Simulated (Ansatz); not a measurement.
Kohn–Sham single points on `N[SiH2][Si](N)(Cl)Cl`.

```yaml
crystal:
  periodic: [false, false, false]
  atoms:
    - {symbol: N, position_ang: [1.448268, -0.719477, -1.241973]}
    - {symbol: Si, position_ang: [-0.226936, -0.982389, -0.924573]}
    - {symbol: Si, position_ang: [-0.654460, 0.243922, 1.012775]}
    - {symbol: N, position_ang: [-0.493390, 1.911289, 0.744970]}
    - {symbol: Cl, position_ang: [0.674051, -0.499889, 2.433160]}
    - {symbol: Cl, position_ang: [-2.529521, -0.056033, 1.792228]}
    - {symbol: H, position_ang: [1.822012, -0.932378, -2.153600]}
    - {symbol: H, position_ang: [2.115870, -0.948626, -0.521360]}
    - {symbol: H, position_ang: [-0.654686, -2.394661, -0.695962]}
    - {symbol: H, position_ang: [-0.993193, -0.451819, -2.082101]}
    - {symbol: H, position_ang: [-0.797878, 2.584055, 1.430827]}
    - {symbol: H, position_ang: [0.289882, 2.246005, 0.205610]}
basis:
  gaussian: {orbitals: def2-TZVPP}
hamiltonian: {xc: {name: B2PLYP}}
```

```sh
$ ansatz run in.yaml --threads 2 --pin off --events-out ev --progress --plain --max-ram 32768MiB --backend cuda --devices 0, --max-vram 18GiB
```

Output, abridged:

```
Functional definition: B2PLYP
1831 factors; integrals over basis functions are off by at most 1.2e-3 eV
mean field evaluation 1: about -43851.9405 eV, gradient 6.7e1 eV
mean field evaluation 2: about -43852.1524 eV, gradient 6.7e1 eV
mean field evaluation 4: about -43860.3919 eV, gradient 5.0e0 eV
mean field evaluation 8: about -43860.4615 eV, gradient 2.8e-1 eV
mean field evaluation 16: about -43860.4617 eV, gradient 2.9e-4 eV
mean field -43860.46168383 eV, -1611.8422371922 hartree, gradient 1.8e-6 eV, S^2 0.000000; 0 other end points of the search recorded, 0 dependent functions left out
22 core orbitals not correlated: weight in the atoms' cores, before any rotation towards them, 1.000 or more for the frozen orbitals, at most 0.000 for the correlated occupied ones
reference -43860.46189043 eV, -1611.8422447844 hartree; 19, 19 occupied and 273, 273 virtual orbitals, 1831 factors
second order -34.53228829 eV of doubles, -0.00000000 eV of singles
Total energy: -43869.78560827 eV, -1612.1848850950 hartree
```

It took 9 s on 2 threads of an AMD EPYC 7R13 on a shared host and a share of an NVIDIA H100 80 GB, with 1.3 GiB of host memory at the peak.

With the line `hamiltonian: {xc: pbe, dispersion: d4}` and forces (abridged; 9.5 s):

```
Functional definition: PBE
mean field evaluation 16: about -43863.6069 eV, gradient 4.2e-3 eV
mean field -43863.60691505 eV, -1611.9578223074 hartree, gradient 1.8e-5 eV, S^2 0.000000
Total energy: -43864.00399818 eV, -1611.9724148432 hartree
Atom 0 force    -0.017151     0.220498    -0.008959 eV/Å
Atom 1 force    -0.183940    -0.018333     0.091696 eV/Å
Atom 2 force     0.024205    -0.201543    -0.136090 eV/Å
Atom 3 force    -0.133040     0.049211    -0.144201 eV/Å
Atom 4 force     0.212858    -0.127819     0.209815 eV/Å
Atom 5 force    -0.291963    -0.044096     0.107262 eV/Å
Atom 6 force     0.142862    -0.070634    -0.303904 eV/Å
Atom 7 force     0.229653    -0.076042     0.233463 eV/Å
Atom 8 force    -0.073565    -0.157945     0.028312 eV/Å
Atom 9 force    -0.077646     0.055296    -0.130288 eV/Å
Atom 10 force    -0.093966     0.242062     0.226836 eV/Å
Atom 11 force     0.261693     0.129345    -0.173941 eV/Å
Dipole moment:     0.401435     0.230974    -0.362257 e Å
```
